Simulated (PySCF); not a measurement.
**Low-lying terms of Hf⁴⁺ (hafnium, charge +4)**

Ground state [Xe] 4f14, ¹S. Calculation: PySCF 2.14, in aug-cc-pVTZ-PP with ECP60MDF; scalar relativity through the core potential. Vertical excitation energies in eV without spin-orbit coupling; excited terms of each kind are numbered among those the solver found.

```tsv
term	leading excitation	CIS
1 3P°	5p → d	34.371
1 3F°	5p → d	35.416
1 1D°	5p → d	37.731
1 3D°	5p → d	37.731
1 1F°	5p → d	37.793
1 1P°	5p → s	42.705
1 3S	5p → p	48.398
1 3D	5p → p	49.752
1 1D	5p → p	50.198
1 3P	5p → p	50.561
1 1P	5p → p	50.561
1 1S	5p → p	51.722
2 3D	5p → f	60.485
1 1G	5p → f	61.258
```

(1) What does TDHF give for these terms?

Oscillator strength of the first ¹S → ¹P° line: CIS 0.810, TDHF 0.839.

The spin-orbit splitting of the hole, absent here, rivals or exceeds the spacing of these terms, so the LS terms are model states.

The 4f shell lies in the core potential, so 4f excitations, among the lowest in this ion, cannot appear.

The solver can miss terms.

## Answers

(1) 1 3P° 34.270; 1 3F° 35.105; 1 1D° 37.699; 1 3D° 37.699; 1 1F° 37.746; 1 1P° 42.700; 1 3S 48.372; 1 3D 49.735; 1 1D 50.197; 1 3P 50.558; 1 1P 50.558; 1 1S 51.609; 2 3D 60.479; 1 1G 61.258 (eV).
